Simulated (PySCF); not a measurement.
## Relaxation of quartet PtF3

Method: UPBE0/[Pt def2-SVP with ECP60, F def2-SVP], scalar-relativistic core potentials, density fitting, no spin–orbit coupling, PySCF. A (50,194) grid was used.

A start at or just off a symmetric point, pushed along the force that breaks its symmetry, of C2v symmetry, free to break it:

Coordinates in bohr (charge 0 multiplicity 4):
```
Pt    0.0298    0.0000    0.0000
F     3.5023    0.0000    0.0002
F    -1.9042    3.1454   -0.0001
F    -1.9041   -3.1455   -0.0001
```

Problem. What does it relax to?

Solution. It ends at C2v with Pt–F 1.870 Å, Pt–F 1.924 Å (×2); F–Pt–F 91.9°, F–Pt–F 134.1° (×2) (after a last refinement on a finer grid). A frequency run shows 1 imaginary mode, down to 97i cm⁻¹, so it is a saddle point.

Problem. How much energy is released, and in how many steps?

Solution. 21.3 kJ/mol in 8 steps.

With open d or f shells other occupations or spin states may lie lower. At this level a doublet minimum of C2v symmetry lies 81 kJ/mol below this structure. No spin–orbit coupling is included, which matters more the heavier the element.

The relaxation took about 80 core-seconds on a shared host.
